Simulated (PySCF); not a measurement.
A side-by-side comparison of computed properties.

First species: C6H15FSi2.
InChI=1S/C6H15FSi2/c1-8-4-5-2-3-9-6(5)7/h5-6H,2-4,8-9H2,1H3/t5-,6-/m0/s1

Second species: C5H8F2O2.
Z-matrix (Å and degrees, GFN2-xTB geometry), rows numbered from 1:
```
C 
C   1  1.5175
O   2  1.4305  1  107.94
C   3  1.3607  2  115.03  1   177.74
F   4  1.3892  3  110.38  2    69.24
C   4  1.5202  3  110.40  2  -172.22
O   6  1.4049  4  116.85  3    74.47
C   7  1.3684  6   63.58  4  -111.45
F   8  1.3501  6  118.45  7   105.08
H   1  1.0860  2  109.83  3    59.78
H   1  1.0862  2  110.04  3   -59.87
H   1  1.0858  2  109.75  3   179.87
H   2  1.0964  1  110.78  3  -119.68
H   2  1.0991  1  111.02  3   119.40
H   4  1.1068  3  112.92  2   -47.68
H   6  1.0859  4  114.45  3  -145.59
H   8  1.0834  6  123.12  7  -106.83
```

Levels: PBE0/pcSseg-1 for HOMO energy, LUMO energy and HOMO–LUMO gap. Geometries: GFN2-xTB. Each structure is a single optimised conformer of the isolated species, non-relativistic unless stated. Electronic properties by PySCF.

Dipoles, sizes and rotational constants follow the conformer. The torsions of the flexible species, by atom-mapped SMILES:
- `[CH3:1][CH2:2][O:3][C@@H:4]([F:5])[C@@H:6]1[O:7][C@H:8]1[F:9]`: C1–C2–O3–C4 178°, C2–O3–C4–F5 69°, O3–C4–C6–O7 74°

The conformers of `C[SiH2]C[C@@H]1CC[SiH2][C@@H]1F` aren't listed.

Values for the first species:

* HOMO energy: -7.92 eV
* LUMO energy: 0.64 eV
* HOMO–LUMO gap: 8.56 eV

Question: Estimate the same properties for the second species, and the change in each.

Answer: 
```tsv
property	first	second	second less first
HOMO energy	-7.92 eV	-8.52 eV	-0.60 eV
LUMO energy	0.64 eV	1.35 eV	+0.71 eV
HOMO–LUMO gap	8.56 eV	9.87 eV	+1.31 eV
```

